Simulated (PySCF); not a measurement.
## Nuclear quadrupole coupling in `CC(C)(C)[SiH]1OCCO1`

Species: C₆H₁₄O₂Si.
Cartesian coordinates in Å at the PBE0-D3(BJ)/def2-SVP level; atoms count from 1:
```
atom  x, y, z in Å
C1    -1.957    1.280   -0.022
C2    -1.174   -0.031    0.099
C3    -1.901   -1.004    1.031
C4    -0.964   -0.662   -1.279
Si5    0.506    0.360    0.842
O6     1.399    1.355   -0.177
C7     2.698    0.820   -0.336
C8     2.594   -0.698   -0.131
O9     1.588   -0.929    0.835
H10   -1.443    2.000   -0.679
H11   -2.106    1.763    0.958
H12   -2.957    1.091   -0.450
H13   -1.347   -1.950    1.143
H14   -2.900   -1.248    0.629
H15   -2.048   -0.578    2.038
H16   -0.392   -1.601   -1.207
H17   -0.420    0.018   -1.953
H18   -1.935   -0.897   -1.748
H19    0.369    0.902    2.225
H20    3.081    1.068   -1.338
H21    3.384    1.266    0.409
H22    3.548   -1.126    0.218
H23    2.326   -1.198   -1.081
```

Field gradients from the PBE0/pcSseg-1 density (PySCF, non-relativistic), principal values in atomic units, ordered |Vxx| ≤ |Vyy| ≤ |Vzz|:

```csv
atom,Vxx,Vyy,Vzz
O6,-0.4037,-1.2925,1.6962
O9,-0.4193,-1.2844,1.7037
```

Task: Find the asymmetry η = (Vxx − Vyy)/Vzz and the couplings χ = eQV/h (234.96 MHz × Q in barn × V in au), with Q(17O) = −0.0256 b.

Result: 
| atom | environment | nucleus | η | χzz (MHz) | χxx (MHz) | χyy (MHz) |
| --- | --- | --- | --- | --- | --- | --- |
| O6 | silyl ether oxygen | 17O | 0.52 | -10.20 | 2.43 | 7.77 |
| O9 | silyl ether oxygen | 17O | 0.51 | -10.25 | 2.52 | 7.73 |

Task: What is Vzz at O9 in SI units (1 au = 9.71736 × 10²¹ V/m²)?

Result: 1.7037 au = 16.555 × 10²¹ V/m².

Task: And the gradient at the other heavy atoms, for which no coupling is worked out here?

Result: 
```tsv
atom	environment	Vzz (au)	η
C1	methyl carbon	0.062	0.32
C2	sp3 carbon bound to silicon	-0.121	0.11
C3	methyl carbon	0.059	0.20
C4	methyl carbon	0.065	0.24
Si5	oxygen-bound silicon	0.767	0.39
C7	sp3 carbon bound to oxygen	0.381	0.16
C8	sp3 carbon bound to oxygen	0.382	0.16
```

Task: What couplings would deuterons (Q(2H) = 0.00286 b) have in place of the hydrogens, at this geometry?

Result: 
| atom | bonded to | bond length (Å) | Vzz (au) | η | χzz (kHz) |
| --- | --- | --- | --- | --- | --- |
| H10 | C1 | 1.102 | 0.2877 | 0.02 | 193 |
| H11 | C1 | 1.103 | 0.2884 | 0.03 | 194 |
| H12 | C1 | 1.104 | 0.2871 | 0.02 | 193 |
| H13 | C3 | 1.102 | 0.2877 | 0.02 | 193 |
| H14 | C3 | 1.104 | 0.2871 | 0.02 | 193 |
| H15 | C3 | 1.102 | 0.2887 | 0.03 | 194 |
| H16 | C4 | 1.102 | 0.2889 | 0.02 | 194 |
| H17 | C4 | 1.101 | 0.2892 | 0.02 | 194 |
| H18 | C4 | 1.104 | 0.2879 | 0.02 | 193 |
| H19 | Si5 | 1.492 | 0.1378 | 0.01 | 93 |
| H20 | C7 | 1.102 | 0.2809 | 0.05 | 189 |
| H21 | C7 | 1.107 | 0.2713 | 0.06 | 182 |
| H22 | C8 | 1.102 | 0.2807 | 0.05 | 189 |
| H23 | C8 | 1.106 | 0.2718 | 0.06 | 183 |

The structure is a single PBE0-D3(BJ)/def2-SVP conformer in the gas phase; no vibrational or solvent corrections. With so small a basis the couplings can be 20 % off.
